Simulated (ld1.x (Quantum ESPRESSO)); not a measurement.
## What one change does to a pseudopotential (selenium, RRKJ)

ld1.x (Quantum ESPRESSO) 7.5 input, shortened:

```
&input
   title='Se', zed=34., rel=2, dft='PBE', iswitch=3,
   config='[Ar] 3d10 4s2 4p4', rel_dist='average'
 /
 &inputp
   pseudotype=2, tm=.false., rho0=0.02, lloc=-1, rcloc=1.15,
   nlcc=.true., new_core_ps=.true.
 /
2
4S  1  0   2.00   0.00  1.60  1.60  0.0
4P  2  1   4.00   0.00  1.25  1.25  0.0
 &test
   configts(1)='4s2 4p4'
 /
```

Open shells are filled in proportion to 2j + 1 (rel_dist='average').

All-electron outer shells of the reference configuration (PBE, scalar-relativistic, ld1.x):

```
shell  level (eV)  outermost node (bohr)  outermost maximum (bohr)
   3p     -152.98                   0.21                      0.50
   3d      -53.12                      –                      0.45
   4s      -17.29                   0.70                      1.51
   4p       -6.51                   0.74                      1.82
```

Change: all radii but the core radius scaled by about 1.27 (s 2.04, p 1.58 bohr); local potential all-electron potential smoothed inside 1.46 bohr (lloc = -1).

Cutoffs: the cutoffs (Ry, on a coarse ladder) from which the occupation-weighted sum of valence levels, in a spherical-Bessel basis at the reference potential, stays within 10 and 1 mRy of its value at 400 Ry; they do not see the model core or the augmentation charge, which bear on the density cutoff. Errors are all-electron minus pseudo energies relative to the spin-unpolarised reference configuration.

Problem. Predict the effect on cutoff, ghosts and configuration errors.

Solution. The potential gets softer (80 Ry and 100 Ry → 35 Ry and 45 Ry); the bound ghost in s disappears; of the 7 tests that both files solve, the error grows in 2 and shrinks in 2 by more than 15 % and 0.3 meV (median size 2.0 → 3.9 meV). A larger radius leaves more room for a smooth pseudo-wave, so fewer plane waves are needed.

```csv
quantity,base,changed
"cutoff, loose",80 Ry,35 Ry
"cutoff, tight",100 Ry,45 Ry
loose cutoff by channel (10 mRy a level),"s 45 Ry, p 70 Ry","s 15 Ry, p 21 Ry"
bound ghosts,s,none
"error for 4s2 4p3, meV [ΔE 10.85 eV]",+2.0,+1.9
"error for 4s2 4p2, meV [ΔE 31.20 eV]",-1.1,+7.9
"error for 4s2 4p1, meV [ΔE 62.08 eV]",-51,+14
"error for 4s1 4p4, meV [ΔE 22.38 eV]",+7.0,-15
"error for 4s2 4p0, meV [ΔE 104.27 eV]",-266,+3.9
"error for 4s2 4p4.3, meV [ΔE -1.59 eV]",+0.1,+0.1
"error for 4s2 4p3.5, meV [ΔE 4.31 eV]",+0.6,+0.4
```

 A true bound ghost makes a file unfit for plane-wave use even where its test errors are small: the radial tests pick states by their node count and pass the ghost by.
